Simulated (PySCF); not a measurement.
C₂H₆S, charge +1, doublet, geometry from GFN2-xTB (a state made from the parent by changing its charge; the spin is typed, not shown lowest); MP2/6-31G** (PySCF).

Input for PySCF:
```python
from pyscf import gto, scf, mp

mol = gto.Mole()
mol.atom = '''
    C     1.28089259    0.21169350    0.68335560
    S     0.01499802    0.28322653   -0.56655118
    C    -1.30390679   -0.64629964    0.18600725
    H     1.54226619   -0.82365746    0.90480822
    H     2.15771555    0.74065689    0.31689816
    H     0.93231569    0.67887698    1.60539170
    H    -0.98486767   -1.67128238    0.37976291
    H    -2.15303809   -0.65232660   -0.49358934
    H    -1.59627479   -0.19625504    1.13537012
'''
mol.basis = '6-31g**'
mol.charge = 1
mol.spin = 1
mol.verbose = 4
mol.build()

mf = scf.UHF(mol)
mf.kernel()

pt = mp.MP2(mf, frozen=7)
pt.kernel()
print('E(MP2) = %.10f' % pt.e_tot)
```

What the program printed (banner, timings and long lists left out):

```
PySCF version 2.14.0

[INPUT] verbose = 4
[INPUT] num. atoms = 9
[INPUT] num. electrons = 33
[INPUT] charge = 1
[INPUT] spin (= nelec alpha-beta = 2S) = 1
[INPUT] symmetry False subgroup None
[INPUT] Mole.unit = angstrom
[INPUT] Symbol           X                Y                Z      unit          X                Y                Z       unit  Magmom
[INPUT]  1 C      1.280892590000   0.211693500000   0.683355600000 AA    2.420536190085   0.400042737351   1.291354929688 Bohr   0.0
[INPUT]  2 S      0.014998020000   0.283226530000  -0.566551180000 AA    0.028342150211   0.535220572911  -1.070626565749 Bohr   0.0
[INPUT]  3 C     -1.303906790000  -0.646299640000   0.186007250000 AA   -2.464026725061  -1.221329314005   0.351502759684 Bohr   0.0
[INPUT]  4 H      1.542266190000  -0.823657460000   0.904808220000 AA    2.914460710276  -1.556487019855   1.709839731055 Bohr   0.0
[INPUT]  5 H      2.157715550000   0.740656890000   0.316898160000 AA    4.077491444215   1.399638674372   0.598850731779 Bohr   0.0
[INPUT]  6 H      0.932315690000   0.678876980000   1.605391700000 AA    1.761821315735   1.282891564472   3.033750635650 Bohr   0.0
[INPUT]  7 H     -0.984867670000  -1.671282380000   0.379762910000 AA   -1.861130165239  -3.158265975011   0.717647892168 Bohr   0.0
[INPUT]  8 H     -2.153038090000  -0.652326600000  -0.493589340000 AA   -4.068652325857  -1.232718617769  -0.932748670605 Bohr   0.0
[INPUT]  9 H     -1.596274790000  -0.196255040000   1.135370120000 AA   -3.016522172648  -0.370868276166   2.145538576815 Bohr   0.0

nuclear repulsion = 111.919623715227
number of shells = 38
number of NR pGTOs = 147
number of NR cGTOs = 76
basis = 6-31g**
ecp = {}

******** <class 'pyscf.scf.uhf.UHF'> ********
method = UHF
initial guess = minao
damping factor = 0
level_shift factor = 0
DIIS = <class 'pyscf.scf.diis.CDIIS'>
diis_start_cycle = 1
diis_space = 8
diis_damp = 0
SCF conv_tol = 1e-09
SCF conv_tol_grad = None
SCF max_cycles = 50
direct_scf = True
direct_scf_tol = 1e-13
number electrons alpha = 17  beta = 16
Set gradient conv threshold to 3.16228e-05
init E= -476.987815402491

cycle= 1 E= -476.375503049747  delta_E= 0.612  |g|= 0.313  |ddm|= 1.79
cycle= 2 E= -476.449546989937  delta_E= -0.074  |g|= 0.123  |ddm|= 0.491
cycle= 3 E= -476.459765079822  delta_E= -0.0102  |g|= 0.0375  |ddm|= 0.12
cycle= 4 E= -476.462061689004  delta_E= -0.0023  |g|= 0.0129  |ddm|= 0.0687
cycle= 5 E= -476.462387729268  delta_E= -0.000326  |g|= 0.00473  |ddm|= 0.0301
cycle= 6 E= -476.462426351068  delta_E= -3.86e-05  |g|= 0.00164  |ddm|= 0.00976
cycle= 7 E= -476.462431456576  delta_E= -5.11e-06  |g|= 0.000642  |ddm|= 0.00398
cycle= 8 E= -476.462432478334  delta_E= -1.02e-06  |g|= 0.000286  |ddm|= 0.00218
cycle= 9 E= -476.462432731576  delta_E= -2.53e-07  |g|= 8.02e-05  |ddm|= 0.00152
cycle= 10 E= -476.462432746532  delta_E= -1.5e-08  |g|= 2.62e-05  |ddm|= 0.000347
cycle= 11 E= -476.462432747912  delta_E= -1.38e-09  |g|= 1.08e-05  |ddm|= 7.13e-05
cycle= 12 E= -476.462432748179  delta_E= -2.67e-10  |g|= 2.9e-06  |ddm|= 3.48e-05
Extra cycle  E= -476.46243274819  delta_E= -1.16e-11  |g|= 1.77e-06  |ddm|= 4e-06
converged SCF energy = -476.46243274819  <S^2> = 0.76317444  2S+1 = 2.0131313

******** <class 'pyscf.mp.ump2.UMP2'> ********
nocc = (np.int64(10), np.int64(9)), nmo = (69, 69)
frozen orbitals 7
E(UMP2) = -476.855800418426  E_corr = -0.393367670235229
E(SCS-UMP2) = -476.860533436618  E_corr = -0.398100688428063
E_corr(same-spin) = -0.085315979831783
E_corr(oppo-spin) = -0.308051690403446
E(MP2) = -476.8558004184
```
